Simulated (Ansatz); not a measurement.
ClF₂H₃OSi₂ (`F[Si](F)(Cl)O[SiH3]`). Total charge 0; spin multiplicity 1.

```csv
atom,x (Å),y (Å),z (Å)
F1,0.423,-2.214,0.992
Si2,-0.020,-1.495,-0.337
F3,1.149,-1.685,-1.373
Cl4,-1.672,-2.396,-1.045
O5,-0.286,0.048,-0.073
Si6,0.036,1.600,0.365
H7,-1.199,2.390,0.164
H8,1.130,2.126,-0.485
H9,0.439,1.626,1.792
```

(1) List the harmonic frequencies (cm⁻¹, unscaled) at PBE0-D4/def2-TZVP in Ansatz. (Best estimate.)

Results:

(1) Ansatz gave: 19i, 20, 34, 200, 219, 312, 340, 347, 530, 680, 727, 731, 911, 955, 955, 977, 985, 1201, 2247, 2252, 2261.
